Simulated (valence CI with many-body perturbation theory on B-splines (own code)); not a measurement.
Ce VIII: electric-dipole lines

Level of theory: relativistic CI+MBPT: five valence electrons over a frozen Dirac-Fock core [Kr] 4d10, radial functions for each j: 7 s, 7 p, 7 d, 7 f, 4 g, 2 h, with the one-electron correlation potential Σ1 (screened to all orders), the two-electron term Σ2, the three-electron term Σ3, Breit, model QED; selected single and double excitations, second order for the rest, scaled by the run's own slope (own B-spline code, finite nucleus).

No measured spectrum was set against this ion. As an estimate, levels hold to about 250 cm⁻¹ or 0.2 % of their energy and the worst to 1 %, as in measured heavy ions of charge 2 to 7; those with d or f electrons hold less well. Core correlation moves these levels by up to 45000 cm⁻¹, and in measured spectra 5 to 20 % of such shifts remained as error; rates that hang on mixing are uncertain with them. Among the levels kept, up to 1100 cm⁻¹ of a level comes from second order outside the variational space, and about a tenth of that is noise between levels of different J, which matters for small intervals.

Lines 51 to 90 of 90 in falling wavelength, among levels below 195430 cm⁻¹, chosen from the strongest by gf and those to the six lowest levels. Wavelengths and rates use the calculated energies, so an error of 200 cm⁻¹ moves a line at 138.1 nm by 0.28 % and its rate by three times that or more. Electric multipoles are in the length gauge, E1 and E2 with the static RPA response of the core. Weak lines are less certain than strong ones. Lines between different terms over intervals too small for the method are left out, as are lines whose strength nearly cancels. The highest levels of a list are the least certain.

Levels are named by their leading jj configuration (3d3/2^4 stands for four electrons in 3d with j = 3/2), which in mixed levels can hold well under half, so a name can repeat and another be missing. Letters in brackets count levels of one name in rising energy.

```tsv
λ vac (nm)	Upper	Lower	A (s⁻¹)	S (a.u.)
138.1	(5s 5p1/2 5p3/2^3) J=3/2 [b]	(4f5/2 5s^2 5p3/2^2) J=5/2 [a]	6.47e+06	3.36e-02
136.0	(5s 5p1/2 5p3/2^3) J=3/2 [a]	(4f5/2 5s^2 5p1/2 5p3/2) J=1/2	1.43e+06	7.10e-03
135.5	(5s 5p1/2 5p3/2^3) J=3/2 [a]	(4f5/2 5s^2 5p1/2 5p3/2) J=3/2 [b]	6.43e+06	3.16e-02
133.7	(5s 5p1/2 5p3/2^3) J=3/2 [a]	(4f5/2 5s^2 5p1/2 5p3/2) J=5/2 [b]	6.68e+06	3.16e-02
130.2	(5s 5p1/2^2 5p3/2^2) J=1/2	(4f5/2 5s^2 5p1/2 5p3/2) J=1/2	2.04e+07	4.45e-02
129.8	(5s 5p1/2^2 5p3/2^2) J=1/2	(4f5/2 5s^2 5p1/2 5p3/2) J=3/2 [b]	1.37e+07	2.95e-02
125.2	(5s 5p1/2 5p3/2^3) J=3/2 [a]	(4f7/2 5s^2 5p1/2 5p3/2) J=5/2 [a]	4.44e+06	1.72e-02
123.2	(5s 5p1/2 5p3/2^3) J=3/2 [a]	(4f5/2 5s^2 5p1/2 5p3/2) J=3/2 [a]	5.65e+06	2.09e-02
119.0	(5s 5p1/2 5p3/2^3) J=3/2 [b]	(4f7/2 5s^2 5p1/2 5p3/2) J=5/2 [b]	5.41e+06	1.80e-02
118.5	(5s 5p1/2^2 5p3/2^2) J=1/2	(4f5/2 5s^2 5p1/2 5p3/2) J=3/2 [a]	7.94e+06	1.30e-02
117.4	(5s 5p1/2^2 5p3/2^2) J=5/2	(4f7/2 5s^2 5p1/2^2) J=7/2	1.61e+07	7.72e-02
116.7	(5s 5p1/2 5p3/2^3) J=3/2 [a]	(4f5/2 5s^2 5p1/2 5p3/2) J=5/2 [a]	1.51e+07	4.73e-02
115.0	(5s 5p1/2 5p3/2^3) J=3/2 [b]	(4f7/2 5s^2 5p1/2 5p3/2) J=3/2	5.40e+06	1.62e-02
112.1	(5s 5p1/2^2 5p3/2^2) J=5/2	(4f5/2 5s^2 5p1/2^2) J=5/2	1.36e+06	5.66e-03
108.6	(5s 5p1/2^2 5p3/2^2) J=5/2	(5s^2 5p3/2^3) J=3/2	1.80e+06	6.81e-03
105.8	(5s 5p1/2 5p3/2^3) J=3/2 [b]	(4f5/2 5s^2 5p1/2 5p3/2) J=1/2	3.12e+05	7.31e-04
105.6	(5s 5p1/2 5p3/2^3) J=3/2 [b]	(4f5/2 5s^2 5p1/2 5p3/2) J=3/2 [b]	7.71e+03	1.79e-05
104.5	(5s 5p1/2 5p3/2^3) J=3/2 [b]	(4f5/2 5s^2 5p1/2 5p3/2) J=5/2 [b]	1.82e+07	4.10e-02
99.21	(5s 5p1/2 5p3/2^3) J=3/2 [b]	(4f7/2 5s^2 5p1/2 5p3/2) J=5/2 [a]	3.73e+07	7.19e-02
97.96	(5s 5p1/2 5p3/2^3) J=3/2 [b]	(4f5/2 5s^2 5p1/2 5p3/2) J=3/2 [a]	2.64e+06	4.91e-03
94.91	(5s 5p1/2 5p3/2^3) J=3/2 [a]	(4f5/2 5s^2 5p1/2^2) J=5/2	2.49e+07	4.20e-02
93.75	(5s 5p1/2 5p3/2^3) J=3/2 [b]	(4f5/2 5s^2 5p1/2 5p3/2) J=5/2 [a]	4.48e+06	7.29e-03
92.35	(5s 5p1/2 5p3/2^3) J=3/2 [a]	(5s^2 5p3/2^3) J=3/2	2.10e+07	3.26e-02
89.66	(5s 5p1/2^2 5p3/2^2) J=1/2	(5s^2 5p3/2^3) J=3/2	8.38e+06	5.96e-03
79.18	(5s 5p1/2 5p3/2^3) J=3/2 [b]	(4f5/2 5s^2 5p1/2^2) J=5/2	6.72e+07	6.58e-02
78.15	(5s 5p1/2^2 5p3/2^2) J=5/2	(5s^2 5p1/2 5p3/2^2) J=5/2	9.43e+07	1.33e-01
77.62	(5s 5p1/2 5p3/2^3) J=3/2 [a]	(5s^2 5p1/2 5p3/2^2) J=1/2	1.58e+06	1.46e-03
77.39	(5s 5p1/2 5p3/2^3) J=3/2 [b]	(5s^2 5p3/2^3) J=3/2	8.80e+04	8.05e-05
75.71	(5s 5p1/2^2 5p3/2^2) J=1/2	(5s^2 5p1/2 5p3/2^2) J=1/2	1.41e+08	6.04e-02
73.81	(5s 5p1/2^2 5p3/2^2) J=5/2	(5s^2 5p1/2 5p3/2^2) J=3/2	2.21e+08	2.63e-01
69.38	(5s 5p1/2 5p3/2^3) J=3/2 [a]	(5s^2 5p1/2 5p3/2^2) J=5/2	9.11e+07	6.01e-02
66.77	(5s 5p1/2 5p3/2^3) J=3/2 [b]	(5s^2 5p1/2 5p3/2^2) J=1/2	6.81e+07	4.00e-02
65.94	(5s 5p1/2 5p3/2^3) J=3/2 [a]	(5s^2 5p1/2 5p3/2^2) J=3/2	3.88e+06	2.20e-03
64.56	(5s 5p1/2^2 5p3/2^2) J=1/2	(5s^2 5p1/2 5p3/2^2) J=3/2	6.97e+07	1.85e-02
63.17	(5s 5p1/2^2 5p3/2^2) J=5/2	(5s^2 5p1/2^2 5p3/2) J=3/2	6.43e+08	4.80e-01
60.58	(5s 5p1/2 5p3/2^3) J=3/2 [b]	(5s^2 5p1/2 5p3/2^2) J=5/2	8.11e+07	3.56e-02
57.94	(5s 5p1/2 5p3/2^3) J=3/2 [b]	(5s^2 5p1/2 5p3/2^2) J=3/2	2.16e+09	8.31e-01
57.32	(5s 5p1/2 5p3/2^3) J=3/2 [a]	(5s^2 5p1/2^2 5p3/2) J=3/2	1.61e+09	5.99e-01
56.27	(5s 5p1/2^2 5p3/2^2) J=1/2	(5s^2 5p1/2^2 5p3/2) J=3/2	1.53e+09	2.70e-01
51.18	(5s 5p1/2 5p3/2^3) J=3/2 [b]	(5s^2 5p1/2^2 5p3/2) J=3/2	2.82e+08	7.47e-02
```
